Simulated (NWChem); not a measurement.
BH2F; SMILES BF

```xyz
4

B      0.0000     0.0000     0.6614
H      0.0000    -1.0578     1.2202
H      0.0000     1.0578     1.2202
F      0.0000     0.0000    -0.6624
```
Atoms are numbered in this order, from 1.

Geometry: optimised at B3LYP/6-31G* (spherical d).

 Unshifted, non-relativistic core excitations; the lowest 4 roots alone, so stronger bands may lie above.

List the first B K-edge excitations from B3LYP/6-311G** (spherical d), restricted-window TDA (NWChem).


| state | energy (eV) | dipole oscillator strength | leading excitation (squared amplitude) |
|---|---|---|---|
| S1 | 181.4 | 0.0669 | 1s of atom 1 or its equivalents → LUMO (0.99) |
| S2 | 186.1 | 0.0173 | 1s of atom 1 or its equivalents → LUMO+1 (0.80) |
| S3 | 186.7 | 0.0008 | 1s of atom 1 or its equivalents → LUMO+2 (0.80) |
| S4 | 187.6 | 0.0394 | 1s of atom 1 or its equivalents → LUMO+3 (0.99) |
